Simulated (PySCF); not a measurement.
## SMILES O=CC(Cl)=C=CCl, C4H2Cl2O

Cartesian coordinates in Å; atom numbers follow the order of the lines, from 1:
```xyz
9

O    -1.409    1.671   -0.755
C    -1.693    0.667   -0.168
C    -0.687   -0.353    0.275
Cl   -1.358   -1.754    1.050
C     0.605   -0.200    0.092
C     1.878   -0.011   -0.124
Cl    2.926    0.779    0.995
H    -2.743    0.393    0.103
H     2.368   -0.348   -1.044
```

Method: TDDFT CAM-B3LYP/def2-TZVPD circular dichroism and optical rotation, one conformer, gas phase in PySCF. Geometry: PBE0-D3(BJ)/def2-SVP.

No stereocentre is labelled: unless the shape is locked (an allene, a helicene, a hindered biaryl), the mirror image is equally populated and a measured rotation or CD is zero.

Task: List the lowest 12 singlet excitations with oscillator and rotatory strengths.

Result: Rotatory strengths R in 10⁻⁴⁰ esu² cm², velocity form and length form (origin at the centre of mass); f in length form.
```tsv
state	E (eV)	λ (nm)	f	R (velocity)	R (length)	main
1	3.74	331	0.0003	-0.5	-0.1	HOMO→LUMO 0.55, HOMO−2→LUMO 0.36
2	4.36	285	6e-05	-0.7	-0.9	HOMO−2→LUMO 0.52, HOMO→LUMO 0.39
3	5.14	241	0.183	+48.8	+49.0	HOMO−1→LUMO 0.88
4	5.23	237	0.018	-42.5	-42.6	HOMO−1→LUMO+1 0.88
5	6.23	199	0.368	+18.0	+18.1	HOMO→LUMO+1 0.86
6	6.32	196	0.008	-11.7	-11.8	HOMO−4→LUMO 0.50, HOMO−3→LUMO 0.41
7	6.45	192	0.0007	+1.7	+1.7	HOMO−3→LUMO 0.47, HOMO−4→LUMO 0.43
8	6.57	189	0.117	-28.0	-27.6	HOMO−2→LUMO+1 0.85
9	6.91	179	0.002	+2.3	+2.3	HOMO→LUMO+3 0.33, HOMO→LUMO+2 0.27
10	7.11	174	0.0001	+1.1	+1.1	HOMO−3→LUMO+1 0.91
11	7.27	171	0.0006	-0.7	-1.0	HOMO→LUMO+3 0.27, HOMO→LUMO+2 0.25
12	7.30	170	0.008	-10.4	-10.6	HOMO−1→LUMO+2 0.68
```

Among the states computed, the strongest CD band (largest |R|) is state 3. The largest dissymmetry factor in size, g = 4R/(D+G), with D and G the electric and magnetic dipole strengths, is +0.12 for state 10 (velocity form, f = 0.0001), among bands with |R| over 0.5. The mirror image has the same energies and oscillator strengths and all R with the opposite sign.
